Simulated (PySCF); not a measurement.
C5H10, SMILES CC1(C)CC1. Atoms are numbered in the order given.

```xyz
15

C      0.0000     1.2696    -0.9676
C      0.0000     0.0000    -0.1500
C      0.0000    -1.2696    -0.9676
C     -0.7517     0.0000     1.1520
C      0.7517     0.0000     1.1520
H     -0.8902     1.3224    -1.6159
H      0.0000     2.1629    -0.3247
H      0.8902     1.3224    -1.6159
H      0.0000    -2.1629    -0.3247
H     -0.8902    -1.3224    -1.6159
H      0.8902    -1.3224    -1.6159
H     -1.2672    -0.9177     1.4499
H     -1.2672     0.9177     1.4499
H      1.2672    -0.9177     1.4499
H      1.2672     0.9177     1.4499
```

Geometry optimised at PBE0-D3(BJ)/def2-SVP.

These are SMD-PBE0/6-31G* (PySCF) values and carry that method's errors.

Solvation free energies are E(SMD) − E(gas) at the gas-phase geometry, for 1 M in both phases. In vacuum the dipole moment is 0.10 D.

**Question.** Rank water, 1-octanol, 2-propanol by solvation free energy, most negative first.

**Answer.** 2-propanol (-3.2 kcal/mol), 1-octanol (-2.8 kcal/mol), water (0.9 kcal/mol)
